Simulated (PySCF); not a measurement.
Planning a geometry optimisation on `[CH3][Sn]([CH3])([CH3])[CH3]` (SnMe4).

Method: PBE0-D3(BJ)/def2-SVP geometry optimisation, gas phase, def2 core potentials past Kr (PySCF 2.14.0). Work: geometry optimisation from a GFN2-xTB start shaken at random, density fitting. The input is one job of a driver script: a line of settings, then coordinates in Å.

Input:
```
{"job": {"xc": "PBE0", "basis": "def2-SVP", "d3": "d3bj", "grid": 1, "maxiter": 30, "shake": 0.03, "kind": "geom"}, "charge": 0, "multiplicity": 1}
Sn     0.061390    -0.076360     0.012740
C     -0.018120    -0.029120     2.188340
H     -1.074820     0.048470     2.547020
H      0.667560     0.829490     2.568810
H      0.432670    -0.951210     2.537720
C      2.055790     0.019550    -0.738600
H      2.115630    -0.102740    -1.809550
H      2.671370    -0.800860    -0.313680
H      2.555760     0.948770    -0.406970
C     -1.041630     1.790300    -0.688870
H     -0.962040     1.878410    -1.768190
H     -0.595290     2.688260    -0.241340
H     -2.173110     1.783560    -0.502250
C     -1.081940    -1.779900    -0.723100
H     -2.029570    -1.901650    -0.297610
H     -0.471790    -2.640200    -0.477300
H     -1.140400    -1.705340    -1.826930
```

Hardware: an Arm Neoverse V2 with one thread, no GPU, on a shared host. PySCF's memory limit was set to 2320 MB.

Task: How large is the basis?

Result: 142 functions.

Task: Which is nearest to the wall time?
A. 1.1 s
B. 8.1 s
C. 65 s

Result: C. The run took 65 s. The run took 7 energy-and-gradient evaluations and 44 SCF cycles, 9.3 s an evaluation on average.

Task: How much memory does it need at the peak?

Result: About 0.61 GiB. Peak memory is the resident size of the whole Python process, interpreter and libraries included.

Task: At this speed, how long would 5000 such jobs take on 8 cores, one job a core?

Result: 5000/8 gives 625 rounds of 65 s, about 11 h of wall time and 90 core-hours, if the jobs don't slow each other.

Other jobs ran on the host; a repeat could differ by tens of per cent or more.
